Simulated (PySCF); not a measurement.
A species of formula C6H10NOP has this rotational fingerprint, computed with PBE0/pcSseg-1 in PySCF (dipole) on a GFN2-xTB geometry, gas phase:

- Rotational constants: A = 1948, B = 1367, C = 871.8 MHz
- Dipole components: |μa| = 1.07 D, |μb| = 1.32 D, |μc| = 0.31 D
- Inertial defect: -49.32 u·Å²
- κ: -0.08

Question: Which structure is it? (One computed conformer of each.)
A. `Cc1ocpc1N(C)C`
B. `[CH:1]#[C:2][P@:3]([CH3:4])(=[NH:5])[CH2:6][C:7]([CH3:8])=[O:9]` with C2–P3–C6–C7 -175°, P3–C6–C7–C8 -93°
C. `[CH3:1][P:2]([CH3:3])(=[O:4])[n:5]1[cH:6][cH:7][cH:8][cH:9]1` with C1–P2–N5–C6 125°
D. `[CH3:1]/[CH:2]=[CH:3]\[P@H:4](=[O:5])[CH2:6][CH2:7][C:8]#[N:9]` with C2–C3–P4–O5 -167°, C3–P4–C6–C7 180°, P4–C6–C7–C8 69°

Answer: A. It is Cc1ocpc1N(C)C, an asymmetric top, point group C1. The candidates at the same level (rigid rotor, commonest isotopes):

```
               SMILES  A (MHz)  B (MHz)  C (MHz)  μa (D)  μb (D)  μc (D)  Δ (u·Å²)  point group                        rotor
C#C[P@](C)(=N)CC(C)=O     2479    912.4    857.1    2.85    0.06    1.14   -168.15           C1  near-prolate asymmetric top
     CP(C)(=O)n1cccc1     2678     1042    953.8    0.50    3.69    0.00   -143.97           Cs               asymmetric top
        Cc1ocpc1N(C)C     1948     1367    871.8    1.07    1.32    0.31    -49.32           C1               asymmetric top
 C/C=C\[P@H](=O)CCC#N     1958    916.2    736.0    3.13    2.02    3.89   -123.04           C1               asymmetric top
```

`C/C=C\[P@H](=O)CCC#N` has B 33 % too low; `CP(C)(=O)n1cccc1` has A 37 % too high; `C#C[P@](C)(=N)CC(C)=O` has B 33 % too low. No structure here is proved a minimum.
